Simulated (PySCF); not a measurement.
C₃H₅O, SMILES [CH]=C(C)O, multiplicity 2. Geometry optimised at PBE-D3(BJ)/def2-SVP. The isomer is the one that the SMILES or the coordinates give; other isomers of the formula were not compared. One conformer was computed; it need not be the lowest.

Computed equilibrium geometry at PBE-D3(BJ)/def2-SVP (PySCF confirms it by a frequency run) as bond lengths and angles, and its point group (one conformer of several):
point group Cs.
Atoms: C1 C2 C3 O4 H5 H6 H7 H8 H9. Bonds (Å): C1–C2 1.334, C1–H5 1.095, C2–C3 1.502, C2–O4 1.381, C3–H6 1.104, C3–H7 1.110, C3–H8 1.110, O4–H9 0.977. Angles (°): C2–C1–H5 141.2, C1–C2–C3 124.2, C1–C2–O4 124.7, C3–C2–O4 111.1, C2–C3–H6 111.2, C2–C3–H7 110.0, C2–C3–H8 110.0, H6–C3–H7 109.2, H6–C3–H8 109.2, H7–C3–H8 107.2, C2–O4–H9 107.9.
Charge 0, spin multiplicity 2.
